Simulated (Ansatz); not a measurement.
CH₇BO₄, relaxed with RKS PBE-D4/def2-SVP in Ansatz 0.2.0 from a rough embedded geometry. The force threshold is 0.03 eV/Å; the program also tests the step.

Total charge 0; spin multiplicity 1. The bonds changed during the relaxation, so this is another structure than the one it started from.

Start:

```xyz
13

C     1.370    0.555    0.734
O     0.497    0.499   -0.423
B    -0.600   -0.565   -0.310
O     0.019   -1.810   -0.218
O    -1.422   -0.510   -1.542
O    -1.456   -0.280    0.876
H     2.105    1.320    0.599
H     1.840   -0.415    0.841
H     0.722    0.795    1.686
H     0.042    1.400   -0.429
H     0.559   -2.004   -0.975
H    -1.794    0.442   -1.600
H    -1.881    0.572    0.761
```

| step | energy (eV) | largest force (eV/Å) | largest move (Å) |
| --- | --- | --- | --- |
| 1 | -9999.2314 | 3.601 | 0.000 |
| 2 | -9999.8252 | 2.021 | 0.114 |
| 3 | -10000.1514 | 1.573 | 0.195 |
| 4 | -10000.3662 | 0.950 | 0.142 |
| 5 | -10000.5172 | 1.116 | 0.194 |
| 6 | -10000.5697 | 0.780 | 0.192 |
| 7 (rejected) | -10000.5654 | 0.754 | 0.200 |
| 8 | -10000.6206 | 0.350 | 0.100 |
| 9 | -10000.6217 | 0.152 | 0.084 |
| 10 | -10000.6291 | 0.173 | 0.150 |
| 11 | -10000.6315 | 0.017 | 0.036 |

End:

```xyz
13

C     1.582    0.722    0.780
O     0.944    1.001   -0.457
B    -1.044   -0.887   -0.324
O    -0.071   -1.843   -0.160
O    -1.525   -0.647   -1.602
O    -1.548   -0.324    0.835
H     2.496    1.342    0.941
H     1.876   -0.345    0.756
H     0.901    0.848    1.652
H     0.594    1.908   -0.407
H     0.261   -2.115   -1.033
H    -2.149    0.095   -1.657
H    -2.318    0.245    0.677
```

Hardware: 4 threads of an Arm Neoverse V2 on a shared host. Wall time 14 s, peak host memory 0.16 GiB.
